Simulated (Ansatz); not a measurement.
Z-matrix (Å, degrees):
```
C
C 1 1.516
H 1 1.092 2 111.4
H 1 1.095 2 111.2 3 120.1
H 1 1.092 2 111.4 3 -119.8
Sb 2 2.169 1 115.3 3 59.9
H 2 1.093 1 111.5 3 -179.6
H 2 1.093 1 111.5 3 -60.6
H 6 1.712 2 93.6 1 -45.6
H 6 1.712 2 93.6 1 45.8
```

Total charge 0; spin multiplicity 1. Sb: def2 effective core potential.

(1) List the PBE0/def2-TZVPP orbital energies in eV (the Gaussian-basis code of Ansatz). (An estimate is asked.)

## Answers

(1) Computed: Occupied: -278.41, -277.98, -156.39, -107.94, -107.93, -107.79, -35.54, -35.52, -35.40, -35.40, -35.32, -21.32, -17.50, -15.24, -12.60, -11.64, -10.72, -9.96, -9.15, -8.42, -6.90. Lowest empty: -0.20, 0.20, 1.14, 1.76, 2.42, 2.51, 3.22, 3.52.
